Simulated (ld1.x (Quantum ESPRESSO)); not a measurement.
**sulfur (S), TM: configuration errors across variants**

- Element: S (Z = 16)
- Generator: ld1.x (Quantum ESPRESSO) 7.5
- Type: norm-conserving Troullier–Martins (Kleinman–Bylander form)
- Functional: PBEsol
- Relativity: scalar-relativistic
- Frozen core: [Ne]
- Valence charge: 6
- Reference configuration: 3s2 3p3.5 (charge +0.5)
- Partial waves: 3p (bound): rc 1.25 bohr; 3d channel at -0.1 Ry: rc 1.25 bohr; 3s (bound): rc 1.30 bohr
- Local potential: the s channel
- Core correction: none

All-electron excitation energies from the reference (eV): (1) 3s2 3p4 -4.643; (2) 3s2 3p3 7.090; (3) 3s2 3p2 29.331; (4) 3s2 3p1 63.331; (5) 3s0 3p6 16.036; (6) 3s1 3p5 5.636; (7) 3s2 3p4.3 -6.343.

3 further variants failed, have other tests or another functional or relativity, and are left out.

A true bound ghost makes a file unfit for plane-wave use even where its test errors are small: the radial tests pick states by their node count and pass the ghost by.

Errors AE − PS in meV (a dash: test not solved or not reliable):

| change | (1) | (2) | (3) | (4) | (5) | (6) | (7) | bound ghosts |
| --- | --- | --- | --- | --- | --- | --- | --- | --- |
| base | +1.0 | +0.8 | +15 | +66 | +4.1 | +1.0 | +1.8 | none |
| all radii scaled by about 1.29 (s 1.68, p 1.62, d 1.62 bohr) | +1.4 | +1.2 | +23 | +95 | +8.1 | +3.2 | +2.7 | none |
| wave 3s (bound): rc 1.30 bohr becomes 3s (bound): rc 1.28 bohr | +1.0 | +0.8 | +15 | +66 | +4.1 | +1.0 | +1.8 | none |
| wave 3d channel at -0.1 Ry: rc 1.25 bohr becomes 3d channel at -0.19 Ry: rc 1.25 bohr | +1.0 | +0.8 | +15 | +66 | +4.1 | +1.0 | +1.8 | none |
| core correction a·sin(br)/r model core inside 0.78 bohr | +1.1 | +0.9 | +16 | +60 | +2.2 | +0.4 | +2.1 | none |
| wave 3d channel at -0.1 Ry: rc 1.25 bohr becomes 3d channel at -0.1 Ry: rc 1.36 bohr | +1.0 | +0.8 | +15 | +66 | +4.1 | +1.0 | +1.8 | none |
| wave 3p (bound): rc 1.25 bohr becomes 3p (bound): rc 1.04 bohr | +1.0 | +1.1 | +17 | +64 | +48 | +11 | +1.9 | none |
| wave 3d channel at -0.1 Ry: rc 1.25 bohr becomes 3d channel at -0.1 Ry: rc 1.04 bohr | +1.0 | +0.8 | +15 | +66 | +4.1 | +1.0 | +1.8 | none |

Question: Give the same row for: type ultrasoft; waves now 3s (bound): rcut 1.15, rcutus 1.30 bohr; 3s channel at -1.25 Ry: rcut 1.15, rcutus 1.30 bohr; 3p (bound): rcut 1.10, rcutus 1.25 bohr; 3p channel at 1.65 Ry: rcut 1.10, rcutus 1.25 bohr; 3d channel at -0.1 Ry: rcut 1.10, rcutus 1.25 bohr; local potential all-electron potential smoothed inside 0.95 bohr (lloc = -1); augmentation PSQ, inside the norm-conserving radii.

Answer: +0.4, -0.4, +1.4, +14, +0.6, +0.2, +0.6; bound ghosts: s.
